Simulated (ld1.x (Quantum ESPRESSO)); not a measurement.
## How hard is this praseodymium PAW potential?

ld1.x (Quantum ESPRESSO) 7.5 input, shortened:

```
&input
   title='Pr', zed=59., rel=0, dft='WC', iswitch=3,
   config='[Xe] 4f3 5d1 6s1 6p0'
 /
 &inputp
   pseudotype=3, lpaw=.true., tm=.true., lloc=-2, rcloc=2.95,
   nlcc=.true., new_core_ps=.true., rcore=0.95,
   which_augfun='PSQ', rmatch_augfun_nc=.true.
 /
8
5S  1  0   2.00   0.00  2.15  2.85  0.0
6S  2  0   1.00   0.00  2.15  2.85  0.0
5P  2  1   6.00   0.00  2.40  3.05  0.0
6P  3  1   0.00   0.00  2.40  3.05  0.0
5D  3  2   1.00   0.00  2.60  3.30  0.0
5D  3  2   0.00   0.20  2.60  3.30  0.0
4F  4  3   3.00   0.00  1.05  2.10  0.0
4F  4  3   0.00   0.85  1.05  2.10  0.0
 &test
   configts(1)='4f3 5s2 5p6 5d1 6s1 6p0'
 /
```

The pseudo-atom Hamiltonian at the reference potential is diagonalised in spherical Bessel functions j_l(qr) that vanish at 20 bohr, with q² up to the cutoff. All-electron valence levels (Ry): 5s -2.4624, 6s -0.1970, 5p -1.4334, 6p -0.0718, 5d -0.1129, 4f -0.1745.

**Question.** How do the lowest levels (Ry) of each channel move with the cutoff, and are there ghosts?

**Answer.**

```
cutoff (Ry)     s #1     s #2    s #3     p #1     p #2    p #3     d #1     f #1    f #2  Σ f·Δε (mRy)
          8  -2.4622  -0.1916  0.0078  -1.4325  -0.0620  0.0522  -0.1122   0.0832  0.1968         785.2
         10  -2.4622  -0.1956  0.0068  -1.4331  -0.0659  0.0499  -0.1127   0.0832  0.1965         776.6
         12  -2.4624  -0.1968  0.0065  -1.4332  -0.0700  0.0476  -0.1128   0.0831  0.1950         774.6
         18  -2.4624  -0.1969  0.0065  -1.4334  -0.0715  0.0467  -0.1129  -0.0927  0.0834         245.6
         21  -2.4624  -0.1970  0.0065  -1.4334  -0.0716  0.0467  -0.1129  -0.1407  0.0834         101.7
         25  -2.4624  -0.1970  0.0065  -1.4334  -0.0717  0.0467  -0.1129  -0.1687  0.0834          17.4
         30  -2.4624  -0.1970  0.0065  -1.4334  -0.0717  0.0467  -0.1129  -0.1739  0.0834           2.1
         35  -2.4624  -0.1970  0.0065  -1.4334  -0.0717  0.0467  -0.1129  -0.1740  0.0834           1.5
         45  -2.4624  -0.1970  0.0065  -1.4334  -0.0717  0.0467  -0.1129  -0.1744  0.0834           0.4
         50  -2.4624  -0.1970  0.0065  -1.4334  -0.0717  0.0467  -0.1129  -0.1745  0.0834           0.2
         55  -2.4624  -0.1970  0.0065  -1.4334  -0.0717  0.0467  -0.1129  -0.1745  0.0834           0.2
        400  -2.4624  -0.1970  0.0065  -1.4334  -0.0717  0.0467  -0.1129  -0.1745  0.0834           0.0
```

Result: no extra level below or beside the all-electron valence levels (s, p, d, f tested); 10 mRy is reached at 30 Ry and 1 mRy at 45 Ry.

Test run stopped at test 4 of 7 (negative rho).
